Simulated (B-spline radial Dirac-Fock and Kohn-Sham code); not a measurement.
Atomic SCF run for Er³⁺

ΔSCF core binding energies without Breit or QED terms, calculated with a radial finite-basis atomic code. Keys: rel is the Hamiltonian (dirac, or spin-free x2c and nr, where L3 and M5 stand for the whole 2p and 3d shells), method is hf or an exchange,correlation pair (spin-unpolarised, also for the hole states), nuc the nuclear model, radius_factor scales its radius, rmax is the box in bohr, h the logarithmic mesh step, order the B-spline order, points the quadrature points per cell, c_factor scales the speed of light, and damp, ndamp, maxit and tol steer the iteration. The run stops when the commutator error falls below 10·tol·max(1, Z/10), or the numerical noise floor, and the energy has settled to about 1e-8 Ha; the virial ratio is −V/T.

Input (task.json):

```json
{"items": [{"Z": 68, "q": 3, "cfg": [[1, 0, 2], [2, 0, 2], [2, 1, 6], [3, 0, 2], [3, 1, 6], [3, 2, 10], [4, 0, 2], [4, 1, 6], [4, 2, 10], [4, 3, 11], [5, 0, 2], [5, 1, 6]], "A": 166, "rrms": 5.2516, "do": "settings", "holes": ["K", "L3", "M5"],
  "settings": [{"rel": "dirac", "method": "hf", "nuc": "fermi", "radius_factor": 1.0, "rmax": 45.0, "h": 0.3, "order": 8, "points": 10, "c_factor": 1.0, "maxit": 5, "damp": 0.5, "ndamp": 3, "tol": 1e-08}]}]}
```

Command: `python xray2_run.py task.json out`

Ground-state iterations:

```
iter   energy (Ha)        error
   1   -13066.10436730  2.16e+00
   2   -13070.78424339  1.21e+00
   3   -13090.34431104  2.51e-01
   4   -13090.80114094  7.76e-02
   5   -13090.87102578  2.55e-02
```

The ground state had not converged after 5 iterations, with total energy -13090.87103 Ha, virial ratio 1.90586 and highest orbital energy -45.87 eV. ΔSCF binding energies: K (1s) 57782.3 eV, L3 (2p3/2) 8415.0 eV, M5 (3d5/2) 1449.9 eV (not all states converged, so these are not final).

**Question.** One setting is unsound. Which, and why?

**Answer.** maxit ends the run before self-consistency. With the default settings (Dirac Hartree-Fock): The ground state converged in 11 iterations, with total energy -13090.87577 Ha, virial ratio 1.90632 and highest orbital energy -46.67 eV. ΔSCF binding energies: K (1s) 57782.3 eV, L3 (2p3/2) 8415.0 eV, M5 (3d5/2) 1449.8 eV.
